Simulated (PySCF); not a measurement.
## Orbital energies and ionisation energy

Compound: C5H3F3OS.
Cartesian coordinates in Å at the PBE0-D3(BJ)/def2-SVP level; atoms count from 1:
```
atom  x, y, z in Å
F1     3.0797   -1.2288    0.1438
C2     1.8484   -0.9883   -0.2575
F3     1.8894   -0.5992   -1.5340
F4     1.1523   -2.1231   -0.2140
O5     1.3339   -0.0410    0.5449
C6     0.0194    0.3401    0.4161
C7    -0.8512    0.0486   -0.6744
C8    -2.0899    0.5973   -0.4765
S9    -2.1906    1.4578    1.0021
C10   -0.5637    1.0944    1.3992
H11   -0.5783   -0.5298   -1.5551
H12   -2.9537    0.5369   -1.1366
H13   -0.1015    1.4419    2.3204
```

Level: CAM-B3LYP/def2-SVPD (PySCF). Frontier orbitals with their largest atomic shares (Löwdin; up to four atoms above 4 %):

```json
{"orbital": "HOMO−3", "ε (eV)": "-12.16", "main atoms": "O5 29 %, S9 20 %, C8 13 %, C7 10 %"}
{"orbital": "HOMO−2", "ε (eV)": "-11.74", "main atoms": "S9 60 %, C8 12 %, C10 10 %, C7 8 %"}
{"orbital": "HOMO−1", "ε (eV)": "-8.86", "main atoms": "S9 31 %, C7 28 %, C8 16 %, C10 12 %"}
{"orbital": "HOMO", "ε (eV)": "-8.36", "main atoms": "?"}
{"orbital": "LUMO", "ε (eV)": "0.23", "main atoms": "C8 24 %, S9 22 %, C10 19 %, C7 14 %"}
{"orbital": "LUMO+1", "ε (eV)": "1.03", "main atoms": "S9 73 %, H12 6 %, C10 5 %, C8 5 %"}
{"orbital": "LUMO+2", "ε (eV)": "1.22", "main atoms": "S9 48 %, C8 8 %, C7 8 %, C10 6 %"}
```

What vertical ionisation energy does ΔSCF give, and how far is −ε(HOMO) from it?

ΔSCF: 9.11 eV (879 kJ/mol; threshold wavelength 136 nm); ⟨S²⟩ of the doublet left behind is 0.767, against 0.75 for a pure doublet. −ε(HOMO) is 8.36 eV, 0.75 eV below it. For the exact functional −ε(HOMO) would equal the first vertical ionisation energy; CAM-B3LYP (range-separated hybrid) falls short of its own ΔSCF value by 8 %.

On which atoms does the HOMO lie?

C10 (aromatic CH next to a ring sulfur) 25 %, C6 (aromatic carbon bearing oxygen) 20 %, C8 (aromatic CH next to a ring sulfur) 18 %, S9 (thiophene-type sulfur) 15 %, so no atom holds as much as 40 %. The HOMO−1 lies 0.50 eV lower.

How many of the 10 lowest singlet excitations (vertical TDDFT, same level) lie below the ionisation energy?

All 10; they run from 5.62 to 7.69 eV.

Shift the occupied levels rigidly so that −ε(HOMO) equals the ΔSCF value. What binding energies result?

The shift is +0.75 eV: HOMO 9.11, HOMO−1 9.61, HOMO−2 12.49, HOMO−3 12.91 eV. A rigid shift is only a rough guide to the deeper ionisations.

One conformer (not necessarily the lowest) at the PBE0-D3(BJ)/def2-SVP geometry, without solvent, vibrations or thermal averaging.
